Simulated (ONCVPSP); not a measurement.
Pseudopotential generation for strontium (Sr): ONCV, PBEsol, scalar-relativistic.

Input for ONCVPSP 4.0.1:

```
# ATOM AND REFERENCE CONFIGURATION
# atsym  z   nc   nv     iexc    psfile
  Sr 38.00    6    3  -116133      upf
#
#   n    l    f
    1    0    2.00
    2    0    2.00
    2    1    6.00
    3    0    2.00
    3    1    6.00
    3    2   10.00
    4    0    2.00
    4    1    6.00
    5    0    2.00
#
# PSEUDOPOTENTIAL AND OPTIMIZATION
# lmax
    2
#
#   l,   rc,      ep,       ncon, nbas, qcut
    0    2.25    0.00    4    8    4.00
    1    1.50    0.00    4    7    4.70
    2    2.05    0.10    5    8    4.90
#
# LOCAL POTENTIAL
# lloc, lpopt,  rc(5),   dvloc0
    4    5    1.25    4.00
#
# VANDERBILT-KLEINMAN-BYLANDER PROJECTORs
# l, nproj, debl
    0    2    2.20
    1    1    3.40
    2    2    3.10
#
# MODEL CORE CHARGE
# icmod, fcfact, rcfact
    3    4.00    1.65
#
# LOG DERIVATIVE ANALYSIS
# epsh1, epsh2, depsh
   -3.00    5.00    0.02
#
# OUTPUT GRID
# rlmax, drl
    6.00    0.01
#
# TEST CONFIGURATIONS
# ncnf
    4
# nvcnf
#   n    l    f
    3
    4    0    2.00
    4    1    6.00
    5    0    1.00
#
    3
    4    0    2.00
    4    1    6.00
    5    0    0.00
#
    3
    4    0    2.00
    4    1    6.00
    5    0    1.50
#
    3
    4    0    2.00
    4    1    5.00
    5    0    2.00
#
```

Command:

```bash
oncvpsp.x < Sr.dat > Sr.out
```

The program printed (shortened: citation, most of the input echo, consistency checks and plot data are left out):

```
ONCVPSP  (Optimized Norm-Conservinng Vanderbilt PSeudopotential)
scalar-relativistic version 4.0.1

#   n    l    f        energy (Ha)
    1    0    2.00    -5.8528185E+02
    2    0    2.00    -7.9254900E+01
    2    1    6.00    -7.0438680E+01
    3    0    2.00    -1.2248218E+01
    3    1    6.00    -9.4040509E+00
    3    2   10.00    -4.7044764E+00
    4    0    2.00    -1.5021090E+00
    4    1    6.00    -8.3813607E-01
    5    0    2.00    -1.2995384E-01

Reference configufation results
  iterations    20
  all-electron total energy (Ha)   -3.17757486D+03

Begin loop to  construct optimized pseudo wave functions
and semi-local pseudopoentials for all angular momenta

Calculating optimized projector #   1

 for l=   0

    Fraction of norm inside rc  0.953019
    Optimizing pswf for qcut=   4.00 a_B^-1,  ecut=   8.01 Ha
    Residual kinetic energy error=  1.49D-04 Ha

    Energy error per electron        Cutoff
         Ha          eV             Ha
         0.01000     0.27211        2.65
         0.00100     0.02721        4.50
         0.00010     0.00272       10.94
         0.00001     0.00027       33.65

Calculating optimized projector #   2

 for l=   0

    Fraction of norm inside rc  0.057007
    Optimizing pswf for qcut=   4.00 a_B^-1,  ecut=   8.01 Ha
    Residual kinetic energy error=  1.57D-04 Ha

    Energy error per electron        Cutoff
         Ha          eV             Ha
         0.01000     0.27211        2.15
         0.00100     0.02721        4.16
         0.00010     0.00272        9.12
         0.00001     0.00027       36.24

Calculating optimized projector #   1

 for l=   1

    Fraction of norm inside rc  0.507871
    Optimizing pswf for qcut=   4.70 a_B^-1,  ecut=  11.07 Ha
    Residual kinetic energy error=  5.61D-03 Ha

    Energy error per electron        Cutoff
         Ha          eV             Ha
         0.01000     0.27211        6.04
         0.00100     0.02721       45.50
         0.00010     0.00272       62.60
         0.00001     0.00027       74.29

WARNING wellstate: moderately localized bound state found for n= 4 l=  2
WARNING scattering state with energy  0.05000000
WARNING will be used for the first projector

   Wellstate for l =  2  n =  4
     eigenvalue =   0.0500
     asymptotic potential =   0.5500
     half-point radius =  3.4316

   Wellstate for l =  2  n =  6
     eigenvalue =   3.1500
     asymptotic potential =   3.6500
     half-point radius =  3.3448

Calculating optimized projector #   1

 for l=   2

    Fraction of norm inside rc  0.485451
    Optimizing pswf for qcut=   4.89 a_B^-1,  ecut=  11.98 Ha
    Residual kinetic energy error=  6.33D-04 Ha

    Energy error per electron        Cutoff
         Ha          eV             Ha
         0.01000     0.27211        8.16
         0.00100     0.02721       11.33
         0.00010     0.00272       24.08
         0.00001     0.00027       47.43

Calculating optimized projector #   2

 for l=   2

    Fraction of norm inside rc  0.180774
    Optimizing pswf for qcut=   4.89 a_B^-1,  ecut=  11.98 Ha
    Residual kinetic energy error=  1.03D-02 Ha

    Energy error per electron        Cutoff
         Ha          eV             Ha
         0.01000     0.27211       12.05
         0.00100     0.02721       17.60
         0.00010     0.00272       53.73
         0.00001     0.00027       66.54

Construct Vanderbilt / Kleinmman-Bylander projectors

B matrix Hermiticity error, ll=   0
   1   2    7.4729E-05

  Orthonormal projector coefficients  4.2003E+00  9.3168E-01

B matrix Hermiticity error, ll=   2
   1   2   -1.8134E-04

  Orthonormal projector coefficients  1.4970E+00  4.3222E-01

Model core correction analysis
  based on d2Exc/dn_idn_j

d2excae - all-electron derivatives

   -3.217872D-02   -2.815318D-02   -1.911441D-03
   -2.815340D-02   -2.722631D-02   -3.071605D-03
   -1.911198D-03   -3.071069D-03   -2.779465D-02

d2excps - pseudofunction derivatives with no core correction

   -4.282223D-02   -3.084848D-02   -2.920906D-03
   -3.084913D-02   -3.002563D-02   -3.274019D-03
   -2.921313D-03   -3.273502D-03   -2.787671D-02

rms 2nd derivative error    3.912659E-03

rmatch, rhocmatch    0.9380    4.8547

Teter function model core charge with specified parameters

d2excps - pseudofunction derivatives with core correction

   -2.618372D-02   -2.248020D-02   -1.772839D-03
   -2.247991D-02   -2.433909D-02   -2.800494D-03
   -1.772541D-03   -2.799933D-03   -2.778493D-02

rms 2nd derivative error    3.477432E-03

Pseudoatom total energy  -31.332136

Diagnostic tests using Vanderbilt-Kleinman-Bylander pseudopotentials
  1 or more projectors used as specified by nproj input data

   l    rcore       rmatch      e in        delta e   norm test  slope test

   0   2.2600475   2.3286674  -1.5021090   0.0000007   1.0000926   1.0000869
   0   2.2600475   2.3286674  -0.1299538   0.0000009   1.0000180   1.0000148

   1   1.5047171   1.5504036  -0.8381361  -0.0000074   0.9999995   1.0000247

   2   2.0537608   2.1161175   0.0500000   0.0000031   1.0000599   1.0000599
   2   2.0537608   2.1161175   3.1500000   0.0000652   1.0001353   1.0001353

 Testing for bound ghosts
   n   l    E NL Schr. Eq   E Basis Diag.   E Cutoff

   1   0       -1.502108       -1.502091     51.77
   2   0       -0.129953       -0.098198     51.77

   2   1       -0.838144       -0.836084     67.85

   3   2       -0.047313       -0.023110     81.46

 Testing for highly-localized positive-energy ghosts
       l    <radius>/rc     E Basis Diag.   E Cutoff

Test configuration 0

   n   l     f        eae           eps        diff
   1   0  2.0000 -585.28184953
   2   0  2.0000  -79.25489988
   2   1  6.0000  -70.43867983
   3   0  2.0000  -12.24821790
   3   1  6.0000   -9.40405086
   3   2 10.0000   -4.70447635
   4   0  2.0000   -1.50210901   -1.50210835    6.68D-07
   4   1  6.0000   -0.83813607   -0.83814352   -7.45D-06
   5   0  2.0000   -0.12995384   -0.12995292    9.16D-07

    Total energies and differences
      AE_ref= -3.17757486D+03  AE_tst= -3.17757486D+03  dif=  0.00D+00
      PS_ref= -3.13321357D+01  PS_tst= -3.13321357D+01  dif=  2.49D-14
      PSP excitation error= -2.49D-14

Test configuration 1

   n   l     f        eae           eps        diff
   1   0  2.0000 -585.51877935
   2   0  2.0000  -79.49139398
   2   1  6.0000  -70.67519542
   3   0  2.0000  -12.48427814
   3   1  6.0000   -9.64008238
   3   2 10.0000   -4.94046327
   4   0  2.0000   -1.73548144   -1.73610859   -6.27D-04
   4   1  6.0000   -1.06997547   -1.06998516   -9.69D-06
   5   0  1.0000   -0.30654424   -0.30659470   -5.05D-05

    Total energies and differences
      AE_ref= -3.17757486D+03  AE_tst= -3.17735818D+03  dif=  2.17D-01
      PS_ref= -3.13321357D+01  PS_tst= -3.11154291D+01  dif=  2.17D-01
      PSP excitation error= -3.17D-05

Test configuration 2

   n   l     f        eae           eps        diff
   1   0  2.0000 -585.80076686
   2   0  2.0000  -79.77256961
   2   1  6.0000  -70.95640555
   3   0  2.0000  -12.76463710
   3   1  6.0000   -9.92038570
   3   2 10.0000   -5.22068510
   4   0  2.0000   -2.01044080   -2.01240948   -1.97D-03
   4   1  6.0000   -1.34155445   -1.34169494   -1.40D-04

    Total energies and differences
      AE_ref= -3.17757486D+03  AE_tst= -3.17695779D+03  dif=  6.17D-01
      PS_ref= -3.13321357D+01  PS_tst= -3.07148616D+01  dif=  6.17D-01
      PSP excitation error= -2.11D-04

Test configuration 3

   n   l     f        eae           eps        diff
   1   0  2.0000 -585.39407586
   2   0  2.0000  -79.36695841
   2   1  6.0000  -70.55074642
   3   0  2.0000  -12.36010957
   3   1  6.0000   -9.51593133
   3   2 10.0000   -4.81633933
   4   0  2.0000   -1.61296057   -1.61319955   -2.39D-04
   4   1  6.0000   -0.94838925   -0.94839107   -1.81D-06
   5   0  1.5000   -0.21591106   -0.21592298   -1.19D-05

    Total energies and differences
      AE_ref= -3.17757486D+03  AE_tst= -3.17748865D+03  dif=  8.62D-02
      PS_ref= -3.13321357D+01  PS_tst= -3.12459204D+01  dif=  8.62D-02
      PSP excitation error= -8.20D-06

Test configuration 4

   n   l     f        eae           eps        diff
   1   0  2.0000 -585.79475691
   2   0  2.0000  -79.75893404
   2   1  6.0000  -70.94396558
   3   0  2.0000  -12.74388279
   3   1  6.0000   -9.89952687
   3   2 10.0000   -5.19931371
   4   0  2.0000   -1.93760696   -1.94075574   -3.15D-03
   4   1  5.0000   -1.25244098   -1.25244899   -8.01D-06
   5   0  2.0000   -0.36853539   -0.36848886    4.65D-05

    Total energies and differences
      AE_ref= -3.17757486D+03  AE_tst= -3.17653488D+03  dif=  1.04D+00
      PS_ref= -3.13321357D+01  PS_tst= -3.02918828D+01  dif=  1.04D+00
      PSP excitation error= -2.74D-04
```

The run took about 3.8 s on one core of a shared server CPU.
